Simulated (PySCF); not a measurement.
Be(Cl)(SiH3), H₃BeClSi, SMILES [SiH3][Be][Cl], singlet, CAM-B3LYP/def2-SVP optimised geometry.

```
6

Be     0.45     0.22     0.00
Cl     2.26     0.22     0.00
Si    -1.71     0.22     0.00
H     -2.26     0.65     1.32
H     -2.26    -1.14    -0.28
H     -2.26     1.14    -1.04
```

Density from CAM-B3LYP/def2-TZVP in PySCF at that geometry.

Minimum of the electron density along straight lines between bonded atoms, close to the bond critical point (lines longer than 1.1 times the sum of covalent radii, or with two minima, are not listed):

```csv
bond,length / Å,ρ at the minimum / e bohr⁻³,∇²ρ there / e bohr⁻⁵,position (fraction from the first atom)
Be1–Cl2,1.814,…,…,0.31
Be1–Si3,2.162,0.076,…,0.30
Si3–H4,1.493,0.118,0.15,0.49
Si3–H5,1.493,0.118,0.15,0.49
Si3–H6,1.493,0.118,0.15,0.49
```

Task: What belongs in the gaps?

Result: 
- Be1–Cl2, ρ at the minimum / e bohr⁻³: 0.086
- Be1–Cl2, ∇²ρ there / e bohr⁻⁵: 0.43
- Be1–Si3, ∇²ρ there / e bohr⁻⁵: -0.02
